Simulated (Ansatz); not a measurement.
Ansatz (a first-principles code) input (CCSD(T)/STO-3G):

Ansatz 0.2 input:
```yaml
crystal:
  periodic: [false, false, false]
  atoms:
    - {symbol: C, position_ang: [2.32392547, -0.13072028, 0.28627980]}
    - {symbol: C, position_ang: [0.98496526, -0.32276563, 0.21932476]}
    - {symbol: C, position_ang: [0.06429421, 0.65095086, -0.23198067]}
    - {symbol: C, position_ang: [-1.33674077, 0.49584399, -0.31884094]}
    - {symbol: C, position_ang: [-2.06812010, -0.60432030, 0.00935337]}
    - {symbol: H, position_ang: [2.99016038, -0.90565843, 0.63863426]}
    - {symbol: H, position_ang: [2.77196921, 0.80948181, -0.01235026]}
    - {symbol: H, position_ang: [0.59193334, -1.28493173, 0.53164738]}
    - {symbol: H, position_ang: [0.47594588, 1.60623471, -0.53987106]}
    - {symbol: H, position_ang: [-1.88135917, 1.35824258, -0.69077543]}
    - {symbol: H, position_ang: [-3.14333062, -0.60644307, -0.10015546]}
    - {symbol: H, position_ang: [-1.61526338, -1.51085775, 0.38805268]}
basis:
  gaussian:
    orbitals: STO-3G
magnetization: {spin_polarized: true, initial_magnetization: 1}
correlation: {method: ccsd_t, electrons: outside_noble_gas}
```

End of the output:

```
cycle   3  -8.49248227 eV  change   -3.4e-1 eV  update   4.0e-2
cycle   4  -8.58076102 eV  change   -8.8e-2 eV  update   1.7e-2
cycle   5  -8.60456792 eV  change   -2.4e-2 eV  update   7.1e-3
cycle   6  -8.60564534 eV  change   -1.1e-3 eV  update   2.9e-3
cycle   7  -8.61009013 eV  change   -4.4e-3 eV  update   1.4e-3
cycle   8  -8.61052755 eV  change   -4.4e-4 eV  update   6.5e-4
cycle   9  -8.60988296 eV  change    6.4e-4 eV  update   2.5e-4
cycle  10  -8.60998553 eV  change   -1.0e-4 eV  update   1.4e-4
cycle  11  -8.60995348 eV  change    3.2e-5 eV  update   7.5e-5
cycle  12  -8.61000932 eV  change   -5.6e-5 eV  update   3.3e-5
cycle  13  -8.60996447 eV  change    4.5e-5 eV  update   1.3e-5
cycle  14  -8.60994061 eV  change    2.4e-5 eV  update   3.8e-6
coupled cluster: 0.08 GiB planned
perturbative correction -0.11116875 eV, -0.0040853763 hartree
Total energy: -5206.59843810 eV, -191.3389634408 hartree
```

It need not be the lowest isomer of its formula.

The determinant is spin-contaminated: <S^2> is 1.40 against 0.75 for a pure state.
